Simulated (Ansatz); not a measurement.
Ansatz results at the PBE0-D4/def2-TZVP geometry: size of the dipole moment (ωB97M-V/def2-TZVPP) 3.93 D; zero-point energy (PBE0-D4/def2-TZVP) 71.1 kJ/mol; size of the dipole moment (B3LYP/def2-TZVPP) 3.97 D.

Each molecule was computed in one conformer, which needn't be the lowest.

Task: Which molecule gave them?
A. `[NH][GeH2][Cl]`•
B. `[F][Ge]([Cl])[I]`•
C. `[NH2][Sn]([Cl])[Cl]`•
D. `[NH2][Sn]([F])[Cl]`•

Result: C. The others give `[F][Ge]([Cl])[I]`•: 1.69, 10.6, 1.69; `[NH2][Sn]([F])[Cl]`•: 4.26, 72.8, 4.31; `[NH][GeH2][Cl]`•: 0.55, 76.9, 0.56.

B3LYP here is the variant with VWN-RPA as its local correlation; programs differ in this.
